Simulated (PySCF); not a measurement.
Two-dimensional NMR puzzle

Compound of formula C5H5N3. Correlations simulated from computed shifts and the bond graph:

HSQC (one-bond C–H):
```
  δH     δC
9.91  161.3
8.41  152.7
8.13  133.3
6.93  136.7
6.21  133.3
```

COSY cross peaks (H two or three bonds apart, from the bond graph; peaks can be absent where the dihedral angle is near 90°):
```
  δH    δH
8.13  6.93
8.13  6.21
6.93  6.21
```

HMBC (two and three bonds, from the bond graph):
```
  δH                   δC
9.91                152.7
8.41  162.2, 161.3, 136.7
8.13         162.2, 136.7
6.93  162.2, 152.7, 133.3
6.21         162.2, 136.7
```

Carbons without hydrogens: δ 162.2.

Calculated, not measured (PySCF 2.14): GFN2-xTB geometry, σ from GIAO-PBE0/pcSseg-1. Single conformer, no relativistic terms, no solvent model.

Shifts are taken against calculated references (same method and geometry level): 1H (σref 31.72), 13C (σref 186.93) against TMS.

Exchangeable hydrogens are left out of these lists.

**Question.** Assemble the structure.

**Answer.** `InChI=1S/C5H5N3/c1-2-5-3-6-4-7-8-5/h2-4H,1H2`.

Numbering as in the mapped SMILES `[CH2:1]=[CH:2][c:3]1[cH:4][n:5][cH:6][n:7][n:8]1`. Hydrogens are named by the atom that carries them. Ha(C1) is cis to C3; Hb(C1) is trans to C3.

δC 162.2 is C3, a substituted aromatic carbon next to a ring nitrogen. δC 161.3 is C6, an aromatic CH between two ring heteroatoms (δH 9.91). δC 152.7 is C4, an aromatic CH next to a ring nitrogen (δH 8.41). δC 136.7 is C2, an alkene CH (δH 6.93). δC 133.3 is C1, a terminal =CH2 carbon (δH 8.13, 6.21). HMBC from δH 8.41 reaches the proton-free carbon C3. HMBC from δH 8.13 reaches the proton-free carbon C3. HMBC from δH 6.93 reaches the proton-free carbon C3. HMBC from δH 6.21 reaches the proton-free carbon C3. COSY links 8.13–6.93, 8.13–6.21, 6.93–6.21.

The data come from this structure; uniqueness wasn't tested.

Shifts are as computed. Against solution values, carbons near 30 ppm lie about +3 ppm off and those near 130 ppm about +5 ppm. Of 1211 compounds with measured shifts, 218 miss one by over three times the rms of a fit or turn the order of signals round; such compounds aren't used in these exercises.
